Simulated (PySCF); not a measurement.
3,3-difluorocyclobutene (C₄H₄F₂), SMILES FC1(F)C=CC1.

Geometry: B3LYP-D3(BJ)/def2-SVP.

The numbers are results of M06-2X/def2-TZVP in PySCF, not measurements.

Symmetry labels are those of the subgroup Cs that the program uses (full group Cs).

Task: List the valence orbital energies around the gap with their symmetry. (An estimate is asked for; the answer gives what the named calculation found.)

Result: 
```tsv
orbital	symmetry	energy (eV)
HOMO−7	A'	-15.16
HOMO−6	A"	-14.46
HOMO−5	A"	-13.87
HOMO−4	A"	-13.21
HOMO−3	A'	-12.55
HOMO−2	A'	-11.56
HOMO−1	A'	-10.63
HOMO	A"	-9.42
LUMO	A"	0.36
LUMO+1	A'	2.40
LUMO+2	A'	2.56
LUMO+3	A'	2.98
```
